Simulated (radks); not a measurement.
Species: Au I. Configuration: [Xe] 4f14 5d10 6p1 (not the ground configuration). Calculated with a radial shooting solver on a logarithmic mesh with Libxc functionals: scalar-relativistic Kohn-Sham, PBEsol, spin-polarised, spherical densities, finite nucleus; open shells are filled with parallel spins first (spin-orbit coupling, left out, can overturn this in heavy ions); Fermi nuclear charge, rms radius 5.4371 fm.

X-ray form factor f0, the Fourier transform of the density (f0(0) = 79):

sin(theta)/lambda (1/angstrom)  f0 (electrons)
0.05                                    77.773
0.1                                     74.868
0.15                                    71.212
0.2                                     67.246
0.25                                    63.251
0.3                                     59.418
0.4                                     52.577
0.5                                     46.892
0.6                                     42.148
0.8                                     34.519
1                                       28.489
1.25                                    22.776
1.5                                     18.908
2                                       14.701
